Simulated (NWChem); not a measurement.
Molecule: SbBrCl₂; SMILES [Cl][Sb]([Cl])[Br]

Results from NWChem. All runs use the structure optimised with PBE-D3(BJ)/def2-SVP. def2 effective core potentials on Sb; no spin-orbit coupling. Vertical excitations in the gas phase; the lowest state need not have the same character in each row.

```
level                       lowest excitation, singlet (eV)  orbital gap (eV)
--------------------------  -------------------------------  ----------------
PBE/def2-SVP, TDA                                      4.53              4.22
B3LYP/def2-SVP, TDA                                    4.78              5.64
BHandHLYP/def2-SVP, TDA                                5.18              7.86
Hartree-Fock/def2-SVP, CIS                             5.83             11.60
```
